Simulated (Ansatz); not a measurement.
All values below come from PBE0-D3(BJ)/def2-TZVP (Ansatz, a first-principles code). No frequencies were computed at this level.

Ansatz 0.2 input:
```yaml
crystal:
  periodic: [false, false, false]
  atoms:
    - { symbol: Al, position_ang: [0.000014, 0.000141, 0.112481] }
    - { symbol: H, position_ang: [-1.260031, -0.774067, 0.586643] }
    - { symbol: H, position_ang: [-0.124546, 1.477204, -0.350832] }
    - { symbol: H, position_ang: [1.384564, -0.703278, 0.10192] }
basis:
  gaussian: { orbitals: def2-tzvp }
hamiltonian:
  xc: pbe0
  dispersion: d3bj
relax:
  max_steps: 150
```

Output:

```
Functional definition: PBE0
411 factors; their error is unknown
mean field evaluation 1: about -6641.3024 eV, gradient 1.0e1 eV
mean field evaluation 2: about -6641.6662 eV, gradient 2.4e0 eV
mean field evaluation 4: about -6641.6850 eV, gradient 4.4e-2 eV
mean field evaluation 8: about -6641.6968 eV, gradient 8.2e-4 eV
mean field -6641.69679622 eV, -244.0778553572 hartree, gradient 3.5e-5 eV, S^2 0.000000; 0 other end points of the search recorded, 0 dependent functions left out
reference -6641.69682631 eV, -244.0778564630 hartree; 8, 8 occupied and 47, 47 virtual orbitals, 411 factors
relax step   1: F+E_penalty+E_count = -6641.72216847 eV  Δ(F+E_penalty+E_count) = +0.000e0 eV  max|allowed force component| = 4.573e-1 eV/Å  Δτ_max = 0.0000 Å  (17 SCF iters, accepted)
these checks for a lower state are left out or cut short: starts, cluster_reference, orbital_swaps, neighbouring_geometries, increment
411 factors; their error is unknown
mean field -6641.71911350 eV, -244.0786755022 hartree, gradient 5.1e-6 eV, S^2 0.000000; 0 other end points of the search recorded, 0 dependent functions left out
reference -6641.71914356 eV, -244.0786766070 hartree; 8, 8 occupied and 47, 47 virtual orbitals, 411 factors
relax step   2: F+E_penalty+E_count = -6641.74441846 eV  Δ(F+E_penalty+E_count) = -2.225e-2 eV  max|allowed force component| = 8.726e-2 eV/Å  Δτ_max = 0.0263 Å  (19 SCF iters, accepted)
these checks for a lower state are left out or cut short: starts, cluster_reference, orbital_swaps, neighbouring_geometries, increment
411 factors; their error is unknown
mean field evaluation 16: about -6641.7081 eV, gradient 2.6e-1 eV
mean field -6641.72002912 eV, -244.0787091505 hartree, gradient 5.7e-6 eV, S^2 0.000000; 0 other end points of the search recorded, 0 dependent functions left out
reference -6641.72005917 eV, -244.0787102550 hartree; 8, 8 occupied and 47, 47 virtual orbitals, 411 factors
relax step   3: F+E_penalty+E_count = -6641.74531889 eV  Δ(F+E_penalty+E_count) = -9.004e-4 eV  max|allowed force component| = 4.630e-4 eV/Å  Δτ_max = 0.0066 Å  (20 SCF iters, accepted)
411 factors; their error is unknown
mean field evaluation 32: about -6641.7200 eV, gradient 3.8e-5 eV
mean field -6641.72002912 eV, -244.0787091505 hartree, gradient 1.3e-5 eV, S^2 0.000000; 1 other end points of the search recorded, 0 dependent functions left out
reference -6641.72005917 eV, -244.0787102550 hartree; 8, 8 occupied and 47, 47 virtual orbitals, 411 factors
Total energy: -6641.74534895 eV, -244.0796396371 hartree
Atom 0 at    -0.000000     0.000007     0.112538 Å, force     0.000011    -0.000004     0.000082 eV/Å
Atom 1 at    -1.286784    -0.790289     0.596635 Å, force    -0.000449    -0.000213     0.000121 eV/Å
Atom 2 at    -0.127127     1.508235    -0.360576 Å, force    -0.000025     0.000388    -0.000151 eV/Å
Atom 3 at     1.413912    -0.717954     0.101615 Å, force     0.000463    -0.000171    -0.000052 eV/Å
Dipole moment:    -0.000001     0.000011    -0.000020 e Å
```

Cost: about 1.5 core-seconds (a rough figure).
